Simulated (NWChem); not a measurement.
System: C$_{2}$H$_{2}$I$_{2}$; SMILES I/C=C\I

The following NWChem deck was run.

```
start job
memory heap 200 mb stack 900 mb global 1100 mb
geometry units angstroms noautoz
  I     -1.920226     0.000000     0.190521
  C     -0.665616     0.000000    -1.467129
  C      0.665616     0.000000    -1.467129
  I      1.920226     0.000000     0.190521
  H     -1.208454     0.000000    -2.416610
  H      1.208454     0.000000    -2.416610
end
basis spherical
  I library def2-svp
  C library def2-svp
  H library def2-svp
end
ecp
  I library def2-ecp
end
dft
  xc xpbe96 cpbe96
  grid coarse
  iterations 150
  mulliken
end
task dft gradient
```

Output (shortened):

```
             Northwest Computational Chemistry Package (NWChem) 7.3.0
             --------------------------------------------------------

 C2V symmetry detected

                             Geometry "geometry" -> ""
                             -------------------------

 Output coordinates in angstroms (scale by  1.889725989 to convert to a.u.)

  No.       Tag          Charge          X              Y              Z
 ---- ---------------- ---------- -------------- -------------- --------------
    1 I                   53.0000    -1.92022600     0.00000000     0.20921718
    2 C                    6.0000    -0.66561600     0.00000000    -1.44843282
    3 C                    6.0000     0.66561600     0.00000000    -1.44843282
    4 I                   53.0000     1.92022600     0.00000000     0.20921718
    5 H                    1.0000    -1.20845400     0.00000000    -2.39791382
    6 H                    1.0000     1.20845400     0.00000000    -2.39791382

 Effective nuclear repulsion energy (a.u.)     716.4037403684

      Symmetry information
      --------------------

 Group name             C2v
 Group number             16
 Group order               4
 No. of unique centers     3

 Summary of "ao basis" -> "ao basis" (spherical)
 ------------------------------------------------------------------------------
       Tag                 Description            Shells   Functions and Types
 ---------------- ------------------------------  ------  ---------------------
 I                          def2-svp                10       26   4s4p2d
 C                          def2-svp                 6       14   3s2p1d
 H                          def2-svp                 3        5   2s1p

      Symmetry analysis of basis
      --------------------------

        a1         32
        a2         13
        b1         32
        b2         13

            General Information
            -------------------
          SCF calculation type: DFT
          Wavefunction type:  closed shell.
          No. of atoms     :     6
          No. of electrons :    64
           Alpha electrons :    32
            Beta electrons :    32
          Charge           :     0
          Spin multiplicity:     1
          Use of symmetry is: on ; symmetry adaption is: on
          Maximum number of iterations: 150
          AO basis - number of functions:    90
                     number of shells:    38
          Convergence on energy requested:  1.00D-06
          Convergence on density requested:  1.00D-05
          Convergence on gradient requested:  5.00D-04

              XC Information
              --------------
          PerdewBurkeErnzerhof Exchange Functional  1.000
            Perdew 1991 LDA Correlation Functional  1.000 local
           PerdewBurkeErnz. Correlation Functional  1.000 non-local

             Grid Information
             ----------------
          Grid used for XC integration:  coarse
          Radial quadrature: Mura-Knowles
          Angular quadrature: Lebedev.
          Tag              B.-S. Rad. Rad. Pts. Rad. Cut. Ang. Pts.
          ---              ---------- --------- --------- ---------
          I                   1.40      104          11.0       302
          C                   0.70       35           9.0       302
          H                   0.35       35          11.0       302
          Grid pruning is: on
          Number of quadrature shells:   174
          Spatial weights used:  Erf1

      Superposition of Atomic Density Guess
      -------------------------------------

 Sum of atomic energies:        -770.50241883

      Non-variational initial energy
      ------------------------------

 Total energy =    -670.924056
 1-e energy   =   -1642.903244
 2-e energy   =     718.166078
 HOMO         =      -0.263022
 LUMO         =      -0.013014

      Symmetry analysis of molecular orbitals - initial
      -------------------------------------------------

  Numbering of irreducible representations:

     1 a1          2 a2          3 b1          4 b2

  Orbital symmetries:

     1 a1          2 b1          3 a1          4 b1          5 a1
     6 b1          7 a1          8 b1          9 b2         10 a2
    11 a1         12 b1         13 a1         14 b2         15 a2
    16 b1         17 a1         18 b2         19 a2         20 b1
    21 a1         22 b1         23 a1         24 b1         25 a1
    26 a1         27 b2         28 b1         29 a2         30 a1
    31 b1         32 b2         33 a1         34 a2         35 b1
    36 a1         37 b1         38 b1         39 a1         40 a1
    41 b1         42 a1

     ---------------------------------------------
      Total Density - Mulliken Population Analysis
     ---------------------------------------------

    Atom       Charge   Shell Charges
 -----------   ------   -------------------------------------------------------
    1 I   25    25.07   1.83  0.22  1.23  0.66  2.93  3.13  2.57  2.47  9.82  0.21
    2 C    6     6.07   1.99  0.95  0.28  1.77  1.04  0.03
    3 C    6     6.07   1.99  0.95  0.28  1.77  1.04  0.03
    4 I   25    25.07   1.83  0.22  1.23  0.66  2.93  3.13  2.57  2.47  9.82  0.21
    5 H    1     0.87   0.65  0.19  0.02
    6 H    1     0.87   0.65  0.19  0.02

   convergence    iter        energy       DeltaE   RMS-Dens  Diis-err
 ---------------- ----- ----------------- --------- --------- ---------
 d= 0,ls=0.0,diis     1   -672.5380814669 -9.26D+02  1.85D-02  4.36D-01
 d= 0,ls=0.0,diis     2   -672.3853431910  1.53D-01  1.50D-02  1.34D+00
 d= 0,ls=0.0,diis     3   -672.5828531033 -1.98D-01  3.65D-03  8.37D-02
 d= 0,ls=0.0,diis     4   -672.5962009535 -1.33D-02  7.58D-04  2.84D-03
 d= 0,ls=0.0,diis     5   -672.5965233486 -3.22D-04  1.54D-04  1.63D-04
  Resetting Diis
 d= 0,ls=0.0,diis     6   -672.5965470628 -2.37D-05  2.57D-05  4.62D-06
 d= 0,ls=0.0,diis     7   -672.5965478124 -7.50D-07  1.02D-05  1.04D-07
 d= 0,ls=0.0,diis     8   -672.5965478017  1.07D-08  5.92D-06  1.69D-07

         Total DFT energy =     -672.596547801747
      One electron energy =    -1645.124718415150
           Coulomb energy =      774.575649359501
    Exchange-Corr. energy =      -55.860588430015
 Nuclear repulsion energy =      253.813109683917

 Numeric. integr. density =       64.000089544351

                  Occupations of the irreducible representations
                  ----------------------------------------------

                     irrep           alpha         beta
                     --------     --------     --------
                     a1               12.0         12.0
                     a2                4.0          4.0
                     b1               11.0         11.0
                     b2                5.0          5.0

                       DFT Final Molecular Orbital Analysis
                       ------------------------------------

 Vector   30  Occ=2.000000D+00  E=-2.485512D-01  Symmetry=a1
              MO Center= -2.8D-15, -8.9D-16,  1.3D-01, r^2= 5.4D+00
   Bfn.  Coefficient  Atom+Function         Bfn.  Coefficient  Atom+Function
  ----- ------------  ---------------      ----- ------------  ---------------
    11      0.337372  1 I  px                65     -0.337372  4 I  px
    14      0.308762  1 I  px                68     -0.308762  4 I  px
    13      0.243155  1 I  pz                67      0.243155  4 I  pz
    16      0.203036  1 I  pz                70      0.203036  4 I  pz
     8     -0.137021  1 I  px                62      0.137021  4 I  px

 Vector   31  Occ=2.000000D+00  E=-2.256179D-01  Symmetry=b1
              MO Center= -1.1D-15, -6.8D-16,  1.4D-01, r^2= 5.9D+00
   Bfn.  Coefficient  Atom+Function         Bfn.  Coefficient  Atom+Function
  ----- ------------  ---------------      ----- ------------  ---------------
    11      0.341209  1 I  px                65      0.341209  4 I  px
    13      0.298879  1 I  pz                67     -0.298879  4 I  pz
    14      0.289480  1 I  px                68      0.289480  4 I  px
    16      0.272468  1 I  pz                70     -0.272468  4 I  pz
    29      0.202687  2 C  s                 43     -0.202687  3 C  s

 Vector   32  Occ=2.000000D+00  E=-2.135948D-01  Symmetry=b2
              MO Center= -9.2D-14, -9.3D-17, -2.3D-01, r^2= 5.2D+00
   Bfn.  Coefficient  Atom+Function         Bfn.  Coefficient  Atom+Function
  ----- ------------  ---------------      ----- ------------  ---------------
    12      0.378017  1 I  py                66      0.378017  4 I  py
    15      0.360439  1 I  py                69      0.360439  4 I  py
    31     -0.253057  2 C  py                45     -0.253057  3 C  py
    34     -0.174562  2 C  py                48     -0.174562  3 C  py
     9     -0.152470  1 I  py                63     -0.152470  4 I  py

[...]

                         DFT ENERGY GRADIENTS

    atom               coordinates                        gradient
                 x          y          z           x          y          z
   1 I      -3.628701   0.000000   0.395363    0.003668   0.000000  -0.004025
   2 C      -1.257832   0.000000  -2.737141    0.008276   0.000000  -0.000654
   3 C       1.257832   0.000000  -2.737141   -0.008276   0.000000  -0.000654
   4 I       3.628701   0.000000   0.395363   -0.003668   0.000000  -0.004025
   5 H      -2.283647   0.000000  -4.531400    0.002982   0.000000   0.004679
   6 H       2.283647   0.000000  -4.531400   -0.002982   0.000000   0.004679
```

Level: PBE/def2-SVP with def2 effective core potentials on I. Geometry: optimised at PBE0/def2-SVP. def2 effective core potentials on I; no spin-orbit coupling.
